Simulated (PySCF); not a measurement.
A GIAO shielding run with PySCF 2.14 (density fitting, non-relativistic, gas phase) on `CCC(F)=C(F)F`, C₄H₅F₃:

```
$ OMP_NUM_THREADS=1 python probes_run.py task.json out

{"job": {"kind": "nmr", "xc": "PBE0", "basis": "def2-TZVP", "pop": true}, "charge": 0, "multiplicity": 1}
C     -1.552098     0.431830    -0.340642
C     -0.145384    -0.011136    -0.729161
C      0.609872    -0.580346     0.415408
F      0.042263    -1.629771     1.022483
C      1.771351    -0.137524     0.894771
F      2.405457    -0.664328     1.911943
F      2.420122     0.886370     0.385734
H     -2.101769     0.801358    -1.218351
H     -1.520560     1.236794     0.409152
H     -2.120568    -0.406228     0.088057
H     -0.202297    -0.779578    -1.520805
H      0.431723     0.826993    -1.145831
```

Hardware: 1 thread of an Arm Neoverse N1, shared host. The job also computes population analyses, field gradients.

**Question.** How large is the calculation?

**Answer.** 56 electrons, 247 basis functions and 734 auxiliary functions.

**Question.** How long does it take, and how much memory does it need?

**Answer.** 47 s of wall time, with 14 SCF cycles and 5 response iterations; peak memory 0.95 GiB. Times on a shared host scatter by some tens of per cent.

**Question.** And these other runs on the same molecule and hardware: GIAO shielding at B97-D/pcSseg-1; GIAO shielding at BHandHLYP/pcSseg-1; GIAO shielding at BP86/pcSseg-1; GIAO shielding at HF/pcSseg-1; GIAO shielding at KT3/pcSseg-1; GIAO shielding at LC-wPBE/pcSseg-1?

**Answer.** B97-D/pcSseg-1: 144 functions, 30 s; BHandHLYP/pcSseg-1: 144 functions, 21 s; BP86/pcSseg-1: 144 functions, 29 s; HF/pcSseg-1: 144 functions, 11 s; KT3/pcSseg-1: 144 functions, 30 s; LC-wPBE/pcSseg-1: 144 functions, 34 s.
